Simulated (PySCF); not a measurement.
# KBe⁻: energy against distance

Set-up: basis K aug-pcseg-1, Be aug-pcseg-1; no relativity; PySCF 2.14. Energies in eV from K⁻ + Be in their ground configurations at the same level. State: ¹Σ⁺ (singlet), closed shell.

| R (Å) | RHF-CCSD(T) | RHF-CCSD | r²SCAN | revPBE |
| --- | --- | --- | --- | --- |
| 3.310 |  |  | -0.2934 | -0.2877 |
| 3.464 | 0.0562 | 0.1044 | -0.3312 | -0.3255 |
| 3.618 | 0.0237 | 0.0675 | -0.3503 | -0.3454 |
| 3.733 | 0.0072 | 0.0478 | -0.3560 | -0.3521 |
| 3.849 | -0.0044 | 0.0332 | -0.3564 | -0.3537 |
| 3.965 | -0.0125 | 0.0222 | -0.3529 | -0.3515 |
| 4.118 | -0.0194 | 0.0118 | -0.3439 | -0.3445 |
| 4.311 | -0.0238 | 0.0034 | -0.3283 | -0.3317 |
| 4.542 | -0.0256 | -0.0025 | -0.3064 | -0.3133 |
| 4.850 |  |  | -0.2762 | -0.2877 |

Problem. Put a parabola through the three lowest points of the r²SCAN curve and estimate Re, k and ωe (reduced mass 7.319 u; 1 eV/Å² = 0.16022 mdyn/Å; ωe = 1302.8·√(k/μ) cm⁻¹).

Solution. Through R = 3.733, 3.849, 3.965 Å the second-order coefficient is 0.145 eV/Å², so Re ≈ 3.803 Å, k ≈ 0.0464 mdyn/Å and ωe ≈ 104 cm⁻¹. A polynomial fit of higher order to the unrounded r²SCAN energies gives Re = 3.800 Å, k = 0.0535 mdyn/Å, ωe = 111 cm⁻¹; anharmonicity and rounding make the difference.

The higher-order fit for each curve: r²SCAN: Re = 3.800 Å, ωe = 111 cm⁻¹, De = 0.357 eV; revPBE: Re = 3.834 Å, ωe = 104 cm⁻¹, De = 0.354 eV. RHF-CCSD(T) gives no reliable minimum on this grid. RHF-CCSD gives no reliable minimum on this grid.

Correlated steps freeze 5 core orbitals. Closed-shell solutions of metal pairs were not tested for spin polarisation, which can lower them a little. The bond is weak. Basis-set superposition, not corrected here, can be much of De in a small basis, most of all at correlated wavefunction levels. For an ion De counts to the pair picked by the measured ionisation energies or electron affinities, which need not be the lowest pair at this level. The highest Kohn–Sham level is positive in this anion. Much of that is self-interaction error, but it also means that the finite basis helps to hold the extra electron. The CCSD T1 diagnostic is raised, a sign that a single reference may not be enough here.
